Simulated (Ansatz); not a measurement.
CrH₄: single points at one geometry.

```yaml
crystal:
  periodic: [false, false, false]
  atoms:
    - {symbol: Cr, position_ang: [0.000001, -0.000008, 0.000001]}
    - {symbol: H, position_ang: [0.010348, -0.017522, 1.597772]}
    - {symbol: H, position_ang: [1.503013, 0.010333, -0.542332]}
    - {symbol: H, position_ang: [-0.760467, 1.308201, -0.513394]}
    - {symbol: H, position_ang: [-0.752906, -1.301014, -0.542038]}
basis:
  gaussian: {orbitals: def2-TZVPD, initial_orbitals: start.molden}
magnetization: {spin_polarized: true, initial_magnetization: 2}
hamiltonian: {xc: pbe0, dispersion: d4}
scf: {omitted_lower_state_checks: [starts]}
output: {orbitals: {seedname: orbitals}}
```

The file start.molden holds the orbitals of an earlier run on this structure, at another level or in another basis.

```sh
$ ansatz run in.yaml --threads 2 --pin off --events-out ev --progress --plain --max-ram 4352MiB
```

Output, abridged:

```
Functional definition: PBE0
  name "PBE0"
  cite "Adamo & Barone, J. Chem. Phys. 110, 6158 (1999) doi:10.1063/1.478522"
  cite "Perdew, Burke & Ernzerhof, Phys. Rev. Lett. 77, 3865 (1996) doi:10.1103/PhysRevLett.77.3865"
  parent pbe
  parameter a = 0.25
  parameter kappa = 0.804
  parameter beta = 0.06672455060314922
  exchange = (1 - a)*pbe_x(kappa = kappa, mu = beta*pi^2/3) + a*exact_x
  correlation = pbe_c(beta = beta)
these checks for a lower state are left out or cut short: starts
700 factors; their error is unknown
mean field evaluation 1: about -28476.7040 eV, gradient 4.3e0 eV
mean field evaluation 2: about -28476.7434 eV, gradient 7.4e-2 eV
mean field evaluation 4: about -28476.8255 eV, gradient 1.5e-4 eV
mean field -28476.82549042 eV, -1046.5040344874 hartree, gradient 2.7e-5 eV, S^2 2.258254; 0 other end points of the search recorded, 0 dependent functions left out
reference -28476.82554055 eV, -1046.5040363296 hartree; 15, 13 occupied and 69, 71 virtual orbitals, 700 factors
Total energy: -28476.87391299 eV, -1046.5058139840 hartree
Checks for a lower state left out: starts
```

Run time 2.3 s (2 threads of AMD EPYC 7R43 on a shared host).

As the first input, with `gaussian: {orbitals: def2-TZVP, initial_orbitals: start.molden}`, `hamiltonian: {xc: r2scan, dispersion: d4}`, `output: {forces: true, orbitals: {seedname: orbitals}}` (abridged; 4.4 s):

```
Functional definition: r2SCAN
mean field -28482.62594508 eV, -1046.7171972644 hartree, gradient 2.9e-5 eV, S^2 2.155833
Total energy: -28482.63929816 eV, -1046.7176879812 hartree
Atom 0 force    -0.000077     0.000055    -0.000003 eV/Å
Atom 1 force    -0.000475     0.000873    -0.079228 eV/Å
Atom 2 force    -0.074485    -0.000541     0.026911 eV/Å
Atom 3 force     0.037698    -0.064927     0.025464 eV/Å
Atom 4 force     0.037338     0.064540     0.026856 eV/Å
Dipole moment:     0.000004    -0.000007    -0.000001 e Å
Checks for a lower state left out: starts
```

As the first input, with `gaussian: {orbitals: 6-31G, initial_orbitals: start.molden}`, `hamiltonian: {xc: {name: B3LYP}, dispersion: d4}` (abridged; 1.3 s):

```
Functional definition: B3LYP
mean field -28480.73144395 eV, -1046.6475756319 hartree, gradient 5.1e-5 eV, S^2 2.211861
Total energy: -28480.82708633 eV, -1046.6510904246 hartree
Checks for a lower state left out: starts
```

First input, but with `hamiltonian: {xc: pbe, dispersion: d4}` (abridged; 2.3 s):

```
Functional definition: PBE
mean field -28477.03207276 eV, -1046.5116262482 hartree, gradient 1.6e-5 eV, S^2 2.095312
Total energy: -28477.09094452 eV, -1046.5137897455 hartree
Checks for a lower state left out: starts
```

As the first input, with `hamiltonian: {xc: r2scan, dispersion: d4}` (abridged; 6 s):

```
Functional definition: r2SCAN
mean field -28482.65749937 eV, -1046.7183568631 hartree, gradient 5.4e-5 eV, S^2 2.155457
Total energy: -28482.67086480 eV, -1046.7188480336 hartree
Checks for a lower state left out: starts
```

As the first input, with `gaussian: {orbitals: STO-3G, initial_orbitals: start.molden}`, `hamiltonian: {xc: hf}` (abridged; 0.35 s):

```
Functional definition: HF
mean field -28152.34888485 eV, -1034.5797391706 hartree, gradient 4.7e-5 eV, S^2 2.137744
Total energy: -28152.34888485 eV, -1034.5797391706 hartree
Checks for a lower state left out: starts
```

As the first input, with `gaussian: {orbitals: def2-TZVP, initial_orbitals: start.molden}`, `hamiltonian: {xc: {name: wB97M-V}}` (abridged; 6.5 s):

```
Functional definition: wB97M-V
mean field -28480.18460683 eV, -1046.6274797384 hartree, gradient 1.2e-5 eV, S^2 2.214256
Total energy: -28480.18465677 eV, -1046.6274815738 hartree
Checks for a lower state left out: starts
```

Geometry: PBE-D4/def2-TZVP.

The 6-31G sets use Cartesian d functions. B3LYP takes the VWN-RPA correlation. At PBE0-D4/def2-TZVPD, r2SCAN-D4/def2-TZVP, B3LYP-D4/6-31G, r2SCAN-D4/def2-TZVPD and others the charge 0 triplet is spin-contaminated (final ⟨S²⟩ up to 2.26, 2.00 for a pure state).
